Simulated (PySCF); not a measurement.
B3LYP on La (lanthanum, neutral), [Xe] 5d1 6s2, 2D determinant. Computed with PySCF 2.14 in def2-SVP with the def2 core potential (46 electrons) (6s3p2d1f, 32 functions), with scalar relativity through the core potential.

```
cycle= 1 E= -31.4873210529582  delta_E= -0.00665  |g|= 0.0213  |ddm|= 0.843
cycle= 2 E= -31.4883493050638  delta_E= -0.00103  |g|= 0.00911  |ddm|= 0.171
cycle= 3 E= -31.4889386187431  delta_E= -0.000589  |g|= 0.00563  |ddm|= 0.0984
cycle= 4 E= -31.4896964298813  delta_E= -0.000758  |g|= 0.00523  |ddm|= 0.125
cycle= 5 E= -31.4903705228209  delta_E= -0.000674  |g|= 0.00942  |ddm|= 0.58
cycle= 6 E= -31.4907642256204  delta_E= -0.000394  |g|= 0.00308  |ddm|= 0.345
cycle= 7 E= -31.4910147641481  delta_E= -0.000251  |g|= 0.00051  |ddm|= 0.157
cycle= 8 E= -31.4910115774162  delta_E= 3.19e-06  |g|= 0.000602  |ddm|= 0.0232
cycle= 9 E= -31.4910157812712  delta_E= -4.2e-06  |g|= 4.44e-05  |ddm|= 0.0166
cycle= 10 E= -31.4910158007741  delta_E= -1.95e-08  |g|= 1.09e-05  |ddm|= 0.000902
cycle= 11 E= -31.4910158023893  delta_E= -1.62e-09  |g|= 2.47e-07  |ddm|= 0.000354
cycle= 12 E= -31.4910158023893  delta_E= -2.13e-14  |g|= 7.62e-08  |ddm|= 3.14e-06
converged SCF energy = -31.4910158023893  <S^2> = 1.2180395  2S+1 = 2.4232536
```

Highest occupied orbital energy: -3.860 eV; ⟨L²⟩ = 7.74; populations by l: s 3.71, p 6.00, d 1.29, f 0.00.

(1) Can this result be used?

Results:

(1) Not for this state. The run converged. ⟨L²⟩ = 7.74 against 6 for a pure D term, so this real determinant mixes terms. Energies and moments cover only the electrons outside the core potential. Spin-orbit coupling, absent here, splits the open shell strongly. ⟨S²⟩ = 1.22 against 0.75 shows spin contamination. The s, p, d and f populations moved away from the nominal configuration during the SCF.
